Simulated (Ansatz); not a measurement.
```csv
atom,x (Å),y (Å),z (Å)
C,1.0001,0.0073,-0.0009
C,0.2534,1.2254,0.0024
C,-1.1351,1.2007,-0.0030
C,-1.8385,-0.0087,-0.0049
C,-1.1407,-1.2037,0.0010
C,0.2463,-1.2205,-0.0065
C,2.3983,-0.0032,0.0090
H,0.7872,2.1600,0.0014
H,-1.6851,2.1502,-0.0032
H,-2.9299,0.0044,0.0090
H,-1.6844,-2.1493,0.0022
H,0.7967,-2.1691,0.0087
H,2.9598,-0.9446,-0.0046
H,2.9577,0.9325,0.0074
```

Basis set: 6-31G* (spherical functions). Left uncorrelated: 7 orbitals. Charge 0, multiplicity 2.

Computed with Ansatz (development build ahead of 0.2.0); each method stands on the lowest determinant of its kind that the runs found.

The atomization energy at this shape (free ground-state atoms in the same class of orbitals less the molecule, no zero-point energy) of doublet C₇H₇:

```json
{"method": "UHF-MP2", "atomization energy": "6120.7 kJ/mol"}
```

**Question.** What does UHF give?

**Answer.** 4951.0 kJ/mol. Caution: the unrestricted determinant is spin contaminated.
